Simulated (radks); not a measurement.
Excited configurations of neutral samarium: one electron is placed in a higher orbital outside [Xe] 4f6 6s1. The ground configuration is [Xe] 4f6 6s2. Calculated with a radial shooting solver on a logarithmic mesh with Libxc functionals: scalar-relativistic Kohn-Sham, PBEsol, spin-unpolarised, spherical densities, finite nucleus; Fermi nuclear charge, rms radius 5.0819 fm. Excitation = E - E(ground); binding = E(ion) - E, where the ion is the core of charge +1; n* = 1/sqrt(2 binding) in atomic units, and the quantum defect is n - n*.

| outer orbital | excitation (eV) | binding (eV) | n* | quantum defect | eigenvalue (eV) | <r> (bohr) |
|---|---|---|---|---|---|---|
| 5f | 5.045 | 0.918 | 3.849 | 1.151 | -0.423 | 16.99 |
| 6d | 4.498 | 1.466 | 3.047 | 2.953 | -0.713 | 11.54 |
| 6f | 5.323 | 0.641 | 4.608 | 1.392 | -0.361 | 28.71 |
| 7s | 3.861 | 2.103 | 2.544 | 4.456 | -1.253 | 10.25 |
| 7p | 4.410 | 1.554 | 2.959 | 4.041 | -0.900 | 13.17 |
| 7d | 5.052 | 0.912 | 3.863 | 3.137 | -0.520 | 21.54 |

The Delta-SCF ionisation energy is 5.964 eV (NIST Atomic Spectra Database: 5.644 eV, measured). Self-interaction in the functional shifts the binding energies and quantum defects, so they are the method's values and not measured ones. Spin polarisation and multiplet splitting are left out, so open shells lie too high by an amount that depends on their filling. Spin-orbit splitting is averaged out at the scalar-relativistic level.

Beside tabulated values, note that spin-unpolarised runs miss the spin-polarisation part of the exchange energy of open shells.
